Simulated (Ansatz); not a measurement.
`c1csc(-c2ccc(-c3ccc(-c4ccc(-c5ccc(-c6cccs6)s5)s4)s3)s2)c1`, relaxed as a singlet with RKS PBE-D4/def2-SVP in Ansatz, starting from the GFN2-xTB geometry. Force threshold 0.03 eV/Å.

Single mean-field runs in def2-SVP are fitted with def2-universal-jkfit.

Start:

```xyz
44

C    -9.866   -1.289    4.046
C    -9.644   -2.607    3.796
S    -8.097   -2.885    3.104
C    -7.730   -1.185    3.149
C    -6.483   -0.677    2.679
C    -6.064    0.635    2.655
C    -4.781    0.797    2.128
C    -4.193   -0.385    1.738
C    -2.906   -0.577    1.169
C    -2.310   -1.754    0.776
C    -1.028   -1.580    0.251
C    -0.618   -0.266    0.230
C     0.615    0.266   -0.233
C     1.026    1.580   -0.253
C     2.309    1.754   -0.775
C     2.905    0.577   -1.169
C     4.191    0.385   -1.742
C     4.780   -0.797   -2.131
C     6.063   -0.634   -2.656
C     6.482    0.678   -2.681
C     7.732    1.184   -3.148
C     8.783    0.474   -3.677
C     9.869    1.288   -4.042
C     9.648    2.606   -3.792
S     8.101    2.884   -3.100
S     5.255    1.731   -2.039
S     1.849   -0.780   -0.880
S    -1.851    0.780    0.880
S    -5.258   -1.730    2.034
C    -8.781   -0.475    3.679
H   -10.775   -0.909    4.478
H   -10.295   -3.439    3.973
H    -6.668    1.450    3.009
H    -4.286    1.747    2.028
H    -2.800   -2.707    0.869
H    -0.406   -2.382   -0.107
H     0.404    2.384    0.101
H     2.799    2.707   -0.867
H     4.284   -1.747   -2.031
H     6.669   -1.449   -3.008
H     8.771   -0.594   -3.795
H    10.777    0.908   -4.476
H    10.299    3.438   -3.971
H    -8.769    0.593    3.799
```

```csv
step,energy (eV),largest force component (eV/Å),SCF passes
1,-90032.2312,0.837,23
2,-90032.6068,0.215,21
3,-90032.6428,0.059,22
4,-90032.6438,0.010,22
```

Force components are those of the run's own axes.

End:

```xyz
44

C   -10.000   -1.326    4.099
C    -9.758   -2.663    3.838
S    -8.191   -2.902    3.143
C    -7.833   -1.187    3.193
C    -6.573   -0.661    2.718
C    -6.146    0.668    2.693
C    -4.848    0.835    2.160
C    -4.247   -0.363    1.763
C    -2.948   -0.581    1.184
C    -2.345   -1.778    0.787
C    -1.048   -1.607    0.254
C    -0.623   -0.275    0.231
C     0.622    0.276   -0.234
C     1.046    1.608   -0.257
C     2.344    1.778   -0.789
C     2.947    0.582   -1.187
C     4.246    0.363   -1.765
C     4.847   -0.835   -2.161
C     6.146   -0.668   -2.693
C     6.573    0.661   -2.718
C     7.834    1.186   -3.191
C     8.912    0.486   -3.733
C    10.001    1.325   -4.096
C     9.760    2.662   -3.833
S     8.193    2.901   -3.139
S     5.329    1.709   -2.067
S     1.869   -0.769   -0.888
S    -1.871    0.770    0.885
S    -5.330   -1.709    2.066
C    -8.912   -0.486    3.735
H   -10.937   -0.961    4.540
H   -10.412   -3.525    4.014
H    -6.768    1.498    3.055
H    -4.346    1.808    2.061
H    -2.844   -2.752    0.884
H    -0.421   -2.433   -0.110
H     0.420    2.434    0.107
H     2.843    2.752   -0.886
H     4.346   -1.807   -2.062
H     6.768   -1.498   -3.054
H     8.909   -0.605   -3.862
H    10.938    0.959   -4.537
H    10.415    3.524   -4.009
H    -8.910    0.604    3.862
```

By distances, no bond broke or formed. The bond that changes most is C2–H32, from 1.07 to 1.10 Å (atoms count from 1).

No frequencies were taken in this run, so the end may be a saddle point.

It took 17 s on 2 threads of AMD EPYC 7R13 on a shared host and a share (18 GiB) of an NVIDIA H100 80GB HBM3.
